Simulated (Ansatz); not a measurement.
A nudged elastic band was laid between two geometries of BCl3H2O + H2O (10 atoms, charge 0, multiplicity 1).

All numbers below come from RKS CAM-B3LYP-D4/def2-SVP (Ansatz).

```json
{
  "movable images": "5",
  "climbing image": "yes",
  "spring": "5.0 eV/Å²",
  "optimiser": "quadratic models (default)",
  "start path": "through a guess of the saddle point",
  "force threshold": "0.05 eV/Å",
  "iteration limit": "60",
  "end points": "relaxed"
}
```

Initial state:

```xyz
10
Properties=species:S:1:pos:R:3
B 0.589 -0.980 -0.256
Cl 1.934 0.259 0.090
Cl 1.104 -2.264 -1.416
Cl -0.166 -1.591 1.302
H -0.796 0.613 -0.313
O -0.549 -0.182 -0.946
H 0.080 1.681 0.968
O -0.871 1.501 0.853
H -0.271 0.127 -1.823
H -1.054 0.836 1.541
```

Final state:

```xyz
10
Properties=species:S:1:pos:R:3
B 0.111 -1.372 -0.499
Cl 2.020 1.118 0.372
Cl 1.359 -2.288 -1.319
Cl -0.385 -1.796 1.133
H -1.122 1.042 0.133
O -0.566 -0.387 -1.122
H 0.775 1.435 0.713
O -0.893 1.531 0.942
H -0.218 -0.177 -2.000
H -1.081 0.895 1.647
```

**Question.** What changes between the two ends?

**Answer.** Bonds broken: B1–Cl2, H5–O6, H7–O8. Bonds formed: Cl2–H7, H5–O8. BCl3H2O + H2O becomes BCl2HO + ClH + H2O.

**Question.** What energy profile does the band end with?

**Answer.** The forces met the threshold. The highest image is number 3 of 0 to 6, 37.4 kJ/mol above the first end and 27.1 kJ/mol above the last; the last end lies 10.3 kJ/mol above the first. A vibrational analysis at the climbing image gives one clearly imaginary mode, 409i cm⁻¹: a first-order saddle point. The orbitals stay closed-shell, which can raise the energy where a bond breaks towards radicals; this wasn't checked here.

```json
{"image": "0", "path coordinate (Å)": "0.00", "energy (kJ/mol)": "0.0", "B1–Cl2 (Å)": "1.86", "H5–O6 (Å)": "1.05", "H7–O8 (Å)": "0.97"}
{"image": "1", "path coordinate (Å)": "0.42", "energy (kJ/mol)": "5.3", "B1–Cl2 (Å)": "1.89", "H5–O6 (Å)": "1.10", "H7–O8 (Å)": "0.99"}
{"image": "2", "path coordinate (Å)": "0.84", "energy (kJ/mol)": "23.0", "B1–Cl2 (Å)": "1.99", "H5–O6 (Å)": "1.43", "H7–O8 (Å)": "1.04"}
{"image": "3", "path coordinate (Å)": "1.26", "energy (kJ/mol)": "37.4", "B1–Cl2 (Å)": "2.28", "H5–O6 (Å)": "1.71", "H7–O8 (Å)": "1.24"}
{"image": "4", "path coordinate (Å)": "1.58", "energy (kJ/mol)": "24.8", "B1–Cl2 (Å)": "2.63", "H5–O6 (Å)": "1.81", "H7–O8 (Å)": "1.48"}
{"image": "5", "path coordinate (Å)": "1.91", "energy (kJ/mol)": "12.5", "B1–Cl2 (Å)": "2.99", "H5–O6 (Å)": "1.92", "H7–O8 (Å)": "1.63"}
{"image": "6", "path coordinate (Å)": "2.24", "energy (kJ/mol)": "10.3", "B1–Cl2 (Å)": "3.26", "H5–O6 (Å)": "1.98", "H7–O8 (Å)": "1.69"}
```

**Question.** What is the geometry of the highest image?

**Answer.** 
```xyz
10
Properties=species:S:1:pos:R:3
B 0.359 -1.040 -0.363
Cl 1.780 0.605 0.316
Cl 1.398 -2.110 -1.339
Cl -0.248 -1.657 1.223
H -1.012 0.992 0.030
O -0.595 -0.278 -1.038
H 0.458 1.271 0.721
O -0.751 1.495 0.851
H -0.379 -0.171 -1.974
H -1.010 0.893 1.572
```

**Question.** What are the harmonic wavenumbers there?

**Answer.** 409i, 83, 152, 188, 214, 285, 325, 360, 427, 454, 513, 516, 545, 779, 855, 924, 1150, 1208, 1320, 1486, 1679, 3334, 3764, 3866 cm⁻¹.

The band took 14 iterations and roughly 16 core-minutes.

The run took 4.3 min on 4 threads of Arm Neoverse N1, on a shared host, peak memory 0.36 GiB.
